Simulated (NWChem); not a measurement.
All runs are NWChem calculations. System: 1,3,5-triazine (C3H3N3), charge 0, spin multiplicity 1, at a geometry optimised with B3LYP/def2-SVP. Level: MP2/def2-SVP, 6 core orbitals frozen.

Input file:

```
start mol
memory heap 200 mb stack 900 mb global 1100 mb
geometry units angstroms nocenter noautoz
  C      0.000000     0.000000     1.296108
  N     -1.185944     0.000000     0.684696
  C     -1.122405     0.000000    -0.648061
  N      0.000000     0.000000    -1.369378
  C      1.122405     0.000000    -0.648061
  N      1.185944     0.000000     0.684696
  H      0.000000     0.000000     2.393599
  H     -2.072829     0.000000    -1.196801
  H      2.072829     0.000000    -1.196801
  symmetry group C2v
end
basis spherical
  * library def2-svp
end
scf
  rhf
  nopen 0
  maxiter 100
  thresh 1e-7
  semidirect memsize 60000000 filesize 0
end
mp2
  freeze core 6
end
task mp2 energy
```

NWChem printed:

```
             Northwest Computational Chemistry Package (NWChem) 7.3.0
             --------------------------------------------------------

                                NWChem Input Module
                                -------------------

 Scaling coordinates for geometry "geometry" by  1.889725989
 (inverse scale =  0.529177249)

 Turning off AUTOSYM since
 SYMMETRY directive was detected!

                             Geometry "geometry" -> ""
                             -------------------------

 Output coordinates in angstroms (scale by  1.889725989 to convert to a.u.)

  No.       Tag          Charge          X              Y              Z
 ---- ---------------- ---------- -------------- -------------- --------------
    1 C                    6.0000     0.00000000     0.00000000     1.29610800
    2 N                    7.0000    -1.18594400     0.00000000     0.68469600
    3 C                    6.0000    -1.12240500     0.00000000    -0.64806100
    4 N                    7.0000     0.00000000     0.00000000    -1.36937800
    5 C                    6.0000     1.12240500     0.00000000    -0.64806100
    6 N                    7.0000     1.18594400     0.00000000     0.68469600
    7 H                    1.0000     0.00000000     0.00000000     2.39359900
    8 H                    1.0000    -2.07282900     0.00000000    -1.19680100
    9 H                    1.0000     2.07282900     0.00000000    -1.19680100

 Effective nuclear repulsion energy (a.u.)     211.7922099153

            Nuclear Dipole moment (a.u.)
            ----------------------------
        X                 Y               Z
 ---------------- ---------------- ----------------
    -0.0000000000     0.0000000000     0.0000207870

      Symmetry information
      --------------------

 Group name             C2v
 Group number             16
 Group order               4
 No. of unique centers     6

      Symmetry unique atoms

     1    2    3    4    7    8


 Summary of "ao basis" -> "" (spherical)
 ------------------------------------------------------------------------------
[...]
     1   1 0 0     -0.000000      0.000000     -0.000000
     1   0 1 0      0.000000      0.000000      0.000000
     1   0 0 1     -0.000043      0.000000      0.000021

     2   2 0 0    -26.315253      0.000000    154.988620
     2   1 1 0     -0.000000      0.000000      0.000000
     2   1 0 1     -0.000000      0.000000      0.000000
     2   0 2 0    -25.474091      0.000000      0.000000
     2   0 1 1      0.000000      0.000000      0.000000
     2   0 0 2    -26.313867      0.000000    154.994359

                   NWChem MP2 Semi-direct Energy/Gradient Module
                   ---------------------------------------------

  Basis functions       =     99
  Molecular orbitals    =     99
  Frozen core           =      6
  Frozen virtuals       =      0
  Active alpha occupied =     15
  Active beta occupied  =     15
  Active alpha virtual  =     78
  Active beta virtual   =     78
  Use MO symmetry       = T
  Use skeleton AO sym   = T

  AO/Fock/Back tols     =   1.0D-09  1.0D-09  1.0D-09

 GA uses MA = F    GA memory limited = T

 Available:
  local mem=  1.26D+08
 global mem=  1.44D+08
 local disk=  0.00D+00
  mp2_memr nvloc                    78
  nvloc new                    78
   1 passes of  15:        3145728                      49829                  19552795.
   1 passes of  15: M    126140843           G      144159598           F     122995115.

 Semi-direct pass number   1 of   1  for RHF alpha+beta  at        0.9s
  vrange nnbf                  4911
  mp2_eaftype                    74  avail_ma_in_mb                  1099
 EAF : mp2_eaftype filesize          74    9776397.
  mp2_eaf for mointskh                     74
Node 0 wrote     46.0 Mb in      0.0 s     Agg I/O rate:  1575.6 Mb/s
 Done moints_semi at        2.6s
  mp2_eaftype                    74  avail_ma_in_mb                  1025
 EAF : mp2_eaftype filesize          74    9776397.
  mp2_eaf for kh                    74
 Done maket at        2.8s
 Done multipass loop at        2.8s

          -------------------------------------------
          SCF energy                -278.475959201695
          Correlation energy          -0.848667214713
          Singlet pairs               -0.503292245675
          Triplet pairs               -0.345374969038
          Total MP2 energy          -279.324626416408
          -------------------------------------------

          ---------------------------------------------------
                    Spin Component Scaled (SCS) MP2
          Same spin pairs                     -0.230249979359
          Same spin scaling factor             0.333333333333
          Opposite spin pairs                 -0.618417235354
          Opposite spin scaling fact.          1.200000000000
          SCS-MP2 correlation energy          -0.818850675545
          Total SCS-MP2 energy              -279.294809877240
          ---------------------------------------------------

 -----------------------
 Performance information
 -----------------------

 Timer overhead =  9.63D-08 seconds/call

               Nr. of calls         CPU time (s)                 Wall time (s)                GFlops
             ---------------    -------------------     ------------------------------   -------------------
Name         Min   Avg   Max    Min     Avg     Max     Min     Avg     Max   Mx/calls   Min     Max     Sum
mp2: moin     1     1     1    1.7     1.7     1.7      1.7     1.7     1.7     1.7      0.0     0.0     0.0
mp2: make     1     1     1   0.18    0.18    0.18     0.18    0.18    0.18    0.18      0.0     0.0     0.0
mp2: tota     1     1     1    1.9     1.9     1.9      1.9     1.9     1.9     1.9      0.0     0.0     0.0

 The average no. of pstat calls per process was 3.00D+00
 with a timing overhead of 2.89D-07s

 Task  times  cpu:        2.7s     wall:        2.7s

 Total times  cpu:        2.8s     wall:        2.8s
```
